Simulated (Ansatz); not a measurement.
A ladder of methods for SnH3F (SMILES [F][SnH3])

The species is SnH3F (5 atoms), meant as a singlet with charge 0. As SMILES, `[F][SnH3]`. The shape is that of a PBE0-D4/def2-TZVP optimisation.

```xyz
5

F    -1.2850    0.7183    1.0050
Sn    0.1004   -0.0659   -0.0790
H    -0.5284   -0.0548   -1.6591
H     0.3189   -1.6265    0.5606
H     1.4441    0.9552    0.1310
```

Each level gives the energy change with the Sn2–H4 bond stretched from 1.701 to 4.252 Å (eV). The values are calculated.

```tsv
level	kind	program	value (eV)	less FCI/STO-3G	CPU time (all runs)
SVWN5/STO-3G (restricted)	LDA	Ansatz	6.31	+1.88	2.7 s
PBE0/STO-3G (restricted)	global hybrid	Ansatz	7.09	+2.66	3.6 s
B2PLYP/STO-3G (restricted)	double hybrid	Ansatz	6.05	+1.62	5.1 s
BCCD(T)/STO-3G (restricted)	coupled cluster or CI	Ansatz	4.36	-0.07	1.3 s
CCSD(T)/STO-3G (restricted)	coupled cluster or CI	Ansatz	4.35	-0.08	1.2 s
CCSD/STO-3G (restricted)	coupled cluster or CI	Ansatz	4.69	+0.26	1.2 s
CCSDTQ/STO-3G (restricted)	coupled cluster or CI	Ansatz	4.43	0.00	37 s
FCI/STO-3G	exact in the basis	Ansatz	4.43	0.00	22 s
```

FCI/STO-3G is exact within its basis and frozen core, so for wave-function methods in that basis the difference is their error; functionals converge differently with the basis, so for them it is only a difference. All-electron rows without a relativistic Hamiltonian named are non-relativistic. The first shape isn't each level's own minimum. The values span 4.35 to 7.09 eV. All rows use very small basis sets, so none should be taken for the real molecule's value. In the correlated wave-function rows the outer d shell of Sn is correlated, in sets not made for it. In so small a basis fixed costs decide the times, and correlated methods can beat functionals. CPU times are rough (shared hosts, several kinds of processor and program).
